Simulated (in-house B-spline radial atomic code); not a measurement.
Results of a calculation; reference values are marked as such.
**Stopping and range of 1 keV Se in Ge**

The pair potential comes from two frozen, spherical free-atom densities (PBE, B-spline radial code, scalar-relativistic past argon): electrostatics plus the change in Thomas-Fermi kinetic and Dirac exchange energy where they overlap, the recipe behind the universal ZBL potential, which averages such potentials (from solid-state densities) over many pairs. It is written V = (Z1 Z2 e²/r) φ(r/a), with e² = 14.3996 eV·Å and a = 0.46850 Å/(Z1^0.23 + Z2^0.23); ZBL's fit is φ = 0.18175 e^(−3.1998x) + 0.50986 e^(−0.94229x) + 0.28022 e^(−0.4029x) + 0.02817 e^(−0.20162x). Where φ falls below 4e-4 it is continued as an exponential.

The target is taken as amorphous, with density 5.3234 g/cm³ (NSM archive of the Ioffe Institute); channelling is ignored. Masses: Se 78.97, Ge 72.63 u. Nuclear stopping is S_n = 4π a Z1 Z2 e² M1/(M1 + M2) × s_n(ε), with s_n integrated over impact parameters for each pair. Electronic stopping is Lindhard and Scharff's S_e = Z1^(1/6) 8π e² a0 Z1 Z2/(Z1^(2/3) + Z2^(2/3))^(3/2) × v/v0, with a0 = 0.529177 Å and v = v0 at 24.801 keV/u; it misses the oscillations with Z1 seen in experiment, which reach tens of per cent. Compounds add by atom fraction.

```tsv
target atom	a (Å)	ε at this energy	s_n, this pair	s_n, ZBL potential
Ge	0.10482	0.003205	0.09712	0.1003
```

What are the atom density and the stopping powers at entry?

N = 5.3234 × 0.602214/72.63 = 0.04414 atoms/Å³. For Ge: S_n = 10750 × 0.09712 = 1044 eV·Å², S_e = 2.8715 × √1000 = 90.8 eV·Å². Averaged over the target's atoms and times N × 10 Å/nm, the ion loses N S_n = 461 eV/nm to recoils and N S_e = 40.1 eV/nm to electrons; the nuclear share is 92 %.

Along the track:

| E (keV) | N S_n (eV/nm) | N S_e (eV/nm) |
| --- | --- | --- |
| 0.05 | 92.8 | 8.96 |
| 0.15 | 177 | 15.5 |
| 0.3 | 256 | 22 |
| 0.5 | 330 | 28.3 |
| 0.75 | 402 | 34.7 |
| 1 | 461 | 40.1 |

Estimate the path length and the projected range.

With continuous slowing down the path is the integral of dE/(N (S_n + S_e)). Trapezoids over the table give 3.22 nm, and the stretch below the first row, with stopping taken as √E, adds 2E/(N S) = 0.98 nm: 4.2 nm in all, against 3.88 nm on a fine grid from 5 eV, a cut that itself drops some per cent of so short a path. Deflections shorten the depth: to first order in the energy passed on, N (S_n + S_e) dR_p/dE = 1 − N S_n (M2/M1) R_p/(2E), summed over the target's atoms, and integrating this on the fine grid gives R_p = 2.17 nm, 0.56 of the path. Lindhard's rule of thumb R/(1 + M2/3M1), with mean M2/M1 = 0.92, gives 2.97 nm. On the ZBL potential the same equation gives 2.14 nm, and the full integral equation, which keeps hard collisions, 2.12 nm.
